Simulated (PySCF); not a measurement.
**Structure elucidation problem**

The spectra below were simulated for a compound C$_{4}$H$_{15}$NOSi$_{3}$.

1H NMR (600 MHz, computed): δ 5.00 (m, 1H), 4.91 (m, 1H), 4.65 (m, 1H), 4.30 (m, 1H), 4.01 (m, 1H), 3.57 (s, 3H), 3.00 (m, 1H), 0.40 (br s, 2H), 0.20 (m, 1H), 0.11 (m, 1H), -0.09 (m, 1H), -0.38 (m, 1H).

13C{1H} NMR (computed): δ 66.7 (CH), 62.4 (CH3), -0.2 (CH2), -12.4 (CH2).

How the numbers were obtained: GIAO PBE0/pcSseg-1 shieldings, coordinates at the GFN2-xTB level, in PySCF (fast rotation and ring inversion assumed for equivalent nuclei, relativity neglected, one computed conformer, gas phase).

References, each an isolated molecule treated in the same way: 1H (σref 31.72), 13C (σref 186.93) vs TMS.

Question: Which candidate is it?
A. C/C(=C/N([SiH3])[SiH3])CO[SiH3]
B. CN[Si@@H]1C[SiH2]C[Si@H](O)C1
C. CO[C@@H]1[SiH2]C[SiH2]C[Si@@H]1N

Answer: C. 

- Rings plus π bonds: 1 (1 ring in the answer).
- 4 carbon signals for 4 carbons: no two carbons are equivalent.
- Carbon types of the structure: 1 × CH, 2 × CH2, 1 × CH3, leaving 7 H on heteroatoms.
- δC 66.7: sp3 CH bonded to O and 2 Si; the inductive effect lowers its shielding.
- δC 62.4: methyl carbon bonded to O; pulled downfield by the heteroatom.
- δH 3.57: hydrogen on a methyl carbon bonded to O; its carbon carries O, hence the downfield position.
- δH 3.00: hydrogen on an sp3 CH bonded to O and 2 Si; its carbon carries O, hence the downfield position.
- δH 0.20, 0.11, -0.09, -0.38: hydrogen on an sp3 CH2 bonded to 2 Si; an electropositive neighbour shields it, as in TMS itself.

The others: C/C(=C/N([SiH3])[SiH3])CO[SiH3] would give 5 signals for carbon-bound and other non-exchanging H, not 11; CN[Si@@H]1C[SiH2]C[Si@H](O)C1 has carbons computed at 30.7, 7.2, 1.8, -4.3, with a different DEPT pattern.

OH/NH shifts are gas-phase values; hydrogen bonding in solution moves them, usually downfield. Shifts are as computed. Against solution values, carbons near 30 ppm lie about +3 ppm off and those near 130 ppm about +5 ppm. Of 1211 compounds with measured shifts, 218 miss one by over three times the rms of a fit or turn the order of signals round; such compounds aren't used in these exercises. No couplings were computed; multiplicities are counted from neighbouring protons, with m where these are inequivalent, close in shift, in a saturated or five-membered ring or joined by F or P, and br s for small geminal =CH2 splittings.
